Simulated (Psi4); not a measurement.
**CH3Cl2Ga (SMILES [CH3][Ga]([Cl])[Cl]): name the method**

CH3Cl2Ga has 7 atoms, charge 0, and is taken as a singlet. As SMILES, `[CH3][Ga]([Cl])[Cl]`. The shape was relaxed beforehand at PBE0/def2-TZVP.

```xyz
7

C    -0.1888    0.9118   -0.1148
Ga    0.2042   -0.9788    0.1020
Cl    1.8668   -1.6957    1.2377
Cl   -0.9681   -2.5387   -0.7698
H    -1.1415    1.0466   -0.6248
H    -0.2194    1.3927    0.8639
H     0.6063    1.3785   -0.6992
```

Orbital energies are those of the mean-field step.

A calculation with Psi4 1.11 gave:

| Quantity | Value |
| --- | --- |
| total energy | -2883.1760 Eh |
| HOMO energy | -11.84 eV |
| LUMO energy | 1.53 eV |
| HOMO–LUMO gap | 13.36 eV |

Task: Which of these levels gave the numbers?
A. r2SCAN-D4/def2-TZVPP (density fitting)
B. wB97M-V/def2-TZVPP (density fitting)
C. PBE0-D4/def2-TZVP (density fitting)
D. MP2/def2-QZVPP (density fitting, density fitting for correlation)

Result: D. The others give -2884.7341 Eh (PBE0-D4/def2-TZVP (density fitting)), -2885.2416 Eh (r2SCAN-D4/def2-TZVPP (density fitting)), -2885.1622 Eh (wB97M-V/def2-TZVPP (density fitting)).
